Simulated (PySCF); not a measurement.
Excitation energies in several basis sets

Species: H7NP2Si.
Bonds: N1–Si2, Si2–P3, Si2–P4. Hydrogens: H5, H6 on N1; H7 on Si2; H8, H9 on P3; H10, H11 on P4.

TDDFT with PBE0 (PySCF), vertical singlets, core orbitals frozen in the response, spherical d and f functions. Isolated species at its PBE0-D3(BJ)/def2-SVP geometry (one conformer only).

Compare 6-31G*, 6-31+G*, def2-SVP, def2-SVPD, aug-cc-pVDZ, def2-TZVP and def2-TZVPD for this molecule.

```json
{"basis": "6-31G*", "functions": "82", "diffuse": "no", "S1 (eV)": "6.35", "S2 (eV)": "6.50", "S3 (eV)": "6.65", "S4 (eV)": "6.76", "S5 (eV)": "6.87", "LUMO (eV)": "0.50", "α (au)": "76.5"}
{"basis": "6-31+G*", "functions": "98", "diffuse": "yes", "S1 (eV)": "5.88", "S2 (eV)": "6.04", "S3 (eV)": "6.26", "S4 (eV)": "6.32", "S5 (eV)": "6.41", "LUMO (eV)": "-0.27", "α (au)": "86.3"}
{"basis": "def2-SVP", "functions": "103", "diffuse": "no", "S1 (eV)": "6.44", "S2 (eV)": "6.59", "S3 (eV)": "6.67", "S4 (eV)": "6.80", "S5 (eV)": "6.88", "LUMO (eV)": "0.62", "α (au)": "77.2"}
{"basis": "def2-SVPD", "functions": "148", "diffuse": "yes", "S1 (eV)": "6.09", "S2 (eV)": "6.23", "S3 (eV)": "6.26", "S4 (eV)": "6.33", "S5 (eV)": "6.52", "LUMO (eV)": "-0.01", "α (au)": "93.1"}
{"basis": "aug-cc-pVDZ", "functions": "167", "diffuse": "yes", "S1 (eV)": "5.77", "S2 (eV)": "5.92", "S3 (eV)": "6.16", "S4 (eV)": "6.17", "S5 (eV)": "6.30", "LUMO (eV)": "-0.43", "α (au)": "96.2"}
{"basis": "def2-TZVP", "functions": "184", "diffuse": "no", "S1 (eV)": "6.13", "S2 (eV)": "6.20", "S3 (eV)": "6.26", "S4 (eV)": "6.41", "S5 (eV)": "6.50", "LUMO (eV)": "0.14", "α (au)": "88.5"}
{"basis": "def2-TZVPD", "functions": "229", "diffuse": "yes", "S1 (eV)": "5.92", "S2 (eV)": "6.03", "S3 (eV)": "6.09", "S4 (eV)": "6.15", "S5 (eV)": "6.34", "LUMO (eV)": "-0.23", "α (au)": "95.6"}
```

States are compared by their number. Against the largest diffuse basis here (def2-TZVPD, itself not a converged limit), sets without diffuse functions differ by up to 0.52 eV in S1 and 0.54 eV in S5; the smaller diffuse sets differ by up to 0.18 and 0.18 eV. S1 is led by HOMO→LUMO (76%) in 6-31G* and by HOMO-1→LUMO (68%) in def2-TZVPD. S1 is led by HOMO→LUMO (77%) in def2-SVP and by HOMO-1→LUMO (68%) in def2-TZVPD. State by state, the largest deviation of a set without diffuse functions is S1 0.52, S2 0.56, S3 0.57, S4 0.65, S5 0.54 eV. The same number needn't mean the same state in each row. Against def2-TZVPD the polarisability deviates by -20% in 6-31G*, -10% in 6-31+G*, -19% in def2-SVP, -3% in def2-SVPD, +1% in aug-cc-pVDZ, -7% in def2-TZVP. A single + in a Pople set puts diffuse functions on heavy atoms only.

Without π bonds the low states are Rydberg-like; a valence basis with one diffuse set may place them up to an eV too high.
